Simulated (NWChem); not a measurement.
Species: C$_{2}$H$_{4}$BNO; SMILES CBN=C=O

```xyz
9

B     -0.5681    -1.1522     0.0002
H     -1.7618    -1.2683    -0.0012
C      0.3649    -2.4099     0.0001
H      0.1302    -3.0470     0.8654
H      1.4354    -2.1840     0.0100
H      0.1447    -3.0330    -0.8794
N     -0.0447     0.1691     0.0006
C      0.0018     1.3716     0.0001
O      0.1257     2.5424    -0.0002
```
Atoms are numbered in this order, from 1.

Program: NWChem. Pople sets run with spherical d functions. The geometry was optimised at B3LYP/6-31G* (spherical d).

For level PBE/6-31G*:

```yaml
highest occupied level (eV): -6.55
dipole (D): 1.62
```

Question: What are these values for level PBE/6-311++G**?

Answer: The highest occupied level (eV) comes out as -6.90 and the dipole (D) is 1.82.
